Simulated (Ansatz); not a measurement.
Basis sets compared for In9P9H24, a nanocrystal cut from wurtzite InP (hydrogen-capped). Charge 0, multiplicity 1. Geometry PBE-D4/def2-SVP. Ansatz on 2 threads of AMD EPYC 7R13 on a shared host and a share (18 GiB) of an NVIDIA H100 80GB HBM3; times are rough, and most runs start from earlier orbitals.

Cartesian coordinates in Å:
```
In 1.492 3.232 -1.693
P 0.596 4.243 0.574
P 0.008 1.196 -1.972
In -2.230 1.350 -0.609
In -2.608 -1.788 -3.474
P -3.496 -0.765 -1.213
In 0.041 2.836 2.737
P -1.214 0.862 1.761
In -4.053 -2.183 0.939
P 3.680 2.167 -0.672
In 1.349 -1.059 -2.056
P -0.414 -2.839 -2.459
In 3.721 0.359 1.250
P 2.464 1.835 3.042
P 1.887 -1.225 0.508
In -0.062 -1.445 2.253
In -0.387 -4.650 -0.543
P -1.629 -3.171 1.253
H 1.848 4.463 -2.861
H -0.624 4.911 0.234
H 1.355 5.407 0.927
H -0.424 1.368 -3.328
H -2.859 2.978 -0.670
H -2.108 -0.443 -4.477
H -3.668 -3.089 -3.930
H -4.758 -0.182 -1.574
H -0.421 3.843 4.070
H -2.368 0.837 2.611
H -4.308 -1.044 2.244
H -5.108 -3.483 0.469
H 4.646 3.191 -0.404
H 4.355 1.558 -1.778
H 2.824 -0.848 -2.967
H 0.190 -3.513 -3.574
H 5.336 -0.032 1.744
H 3.348 2.836 3.561
H 2.392 1.021 4.217
H 2.564 -2.483 0.617
H 0.584 -1.459 3.876
H -1.455 -5.943 -1.007
H 1.274 -4.802 -0.012
H -1.760 -4.046 2.384
```

In the def2 sets In takes a core potential; there is no spin–orbit coupling. Single mean-field runs in def2-SVP, def2-TZVP are fitted with def2-universal-jkfit.

Binding counts from free atoms (In doublet, P quartet, H doublet) in the same basis, without a counterpoise term.

```
                         level  functions  energy (Eh)  HOMO (eV)  LUMO (eV)  binding per atom (eV)  wall time
               PBE-D4/def2-SVP        516   -4795.7609      -5.67      -2.26                   2.52       11 s
PBE0-D4/def2-SVP (with forces)        516   -4796.0735      -6.64      -1.55                   2.52       14 s
```

Q: Estimate the rows for PBE-D4/def2-TZVP, PBE0-D4/def2-TZVP.

A: 
| level | functions | energy (Eh) | HOMO (eV) | LUMO (eV) | binding per atom (eV) | wall time |
| --- | --- | --- | --- | --- | --- | --- |
| PBE-D4/def2-TZVP | 927 | -4796.8926 | -5.75 | -2.50 | 2.54 | 7.5 s |
| PBE0-D4/def2-TZVP | 927 | -4797.1796 | -6.70 | -1.76 | 2.54 | 9.5 s |
